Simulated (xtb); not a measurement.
Se(OH)(SeH) (H2OSe2), SMILES O[Se][SeH]. All values are semi-empirical tight-binding results from xtb (GFN2-xTB unless named), good for trends rather than for accurate numbers. Geometry optimised at GFN2-xTB. The values are those of a single conformer.

Optimised geometry:

Bonds (Å): Se1–O2 1.811, Se1–Se4 2.280, O2–H3 0.962, Se4–H5 1.457. Bond angles (°): O2–Se1–Se4 101.6, Se1–O2–H3 111.0, Se1–Se4–H5 98.4.

```json
{
  "orbital_gap": "3.71 eV",
  "zero_point_energy": "12.4 kcal/mol",
  "G − E(el) at 298.15 K (modified RRHO)": "-6.5 kcal/mol",
  "static polarisability (D4 model)": "62.9 bohr³",
  "solvation energy, GFN2-xTB/ALPB(water)": "-4.3 kcal/mol",
  "solvation energy, GFN2-xTB/ALPB(acetonitrile)": "-5.6 kcal/mol"
}
```

Computed atomic charges and the Wiberg bond orders between heavy atoms:
charges (e) Se1 0.07, O2 -0.40, H3 0.31, Se4 -0.13, H5 0.14. Bond orders Se1–O2 1.24, Se1–Se4 1.34.
